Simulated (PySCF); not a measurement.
Si(H)2(Cl)(NMe2) (C2H8ClNSi), SMILES CN(C)[SiH2]Cl. Atoms are numbered in the order given.

```xyz
13

Si    -0.4195     0.8661     0.0000
Cl    -1.9489    -0.5521     0.0000
N      1.1503     0.1745     0.0000
C      1.7312    -0.3584    -1.2187
C      1.7312    -0.3584     1.2187
H     -0.5921     1.6627     1.2396
H     -0.5921     1.6627    -1.2396
H      1.2794     0.1202    -2.1013
H      1.5839    -1.4522    -1.3121
H      2.8179    -0.1604    -1.2488
H      1.5839    -1.4522     1.3121
H      1.2794     0.1202     2.1013
H      2.8179    -0.1604     1.2488
```

The structure is a stationary point at ωB97X-D3(BJ)/def2-SVP. Other conformers were not sampled.

Two levels are set side by side: PBE/pcSseg-1 (PySCF) and HF/pcSseg-1 (PySCF). GIAO shifts against HCl (³⁵Cl), NH3 (¹⁵N), TMS (²⁹Si), TMS (¹H), TMS (¹³C) at the same level; non-relativistic, no solvent, atoms listed together averaged. Without spin–orbit terms, shifts of atoms bonded to Cl or Br come out too high at both levels. Differences are taken from unrounded values.

```json
[
 {"quantity": "δ(²⁹Si) of Si1 (ppm)", "HF": "-16.0"},
 {"quantity": "δ(³⁵Cl) of Cl2 (ppm)", "HF": "-12.0"},
 {"quantity": "δ(¹⁵N) of N3 (ppm)", "HF": "19.1"},
 {"quantity": "δ(¹³C) of C4, C5 (ppm)", "HF": "37.7"},
 {"quantity": "δ(¹H) of H6, H7 (ppm)", "HF": "4.84"}
]
```

What does PBE give, and how far is it from HF? (An estimate is asked for; the answer gives what the named calculation found.)


```csv
quantity,PBE,PBE minus HF
δ(²⁹Si) of Si1 (ppm),-14.0,2.0
δ(³⁵Cl) of Cl2 (ppm),56.0,68.0
δ(¹⁵N) of N3 (ppm),58.2,39.1
"δ(¹³C) of C4, C5 (ppm)",43.5,5.8
"δ(¹H) of H6, H7 (ppm)",5.62,0.78
```

Rough cost on one machine, each run with all the roots and properties that it gave: HF against PBE within a factor of 2.
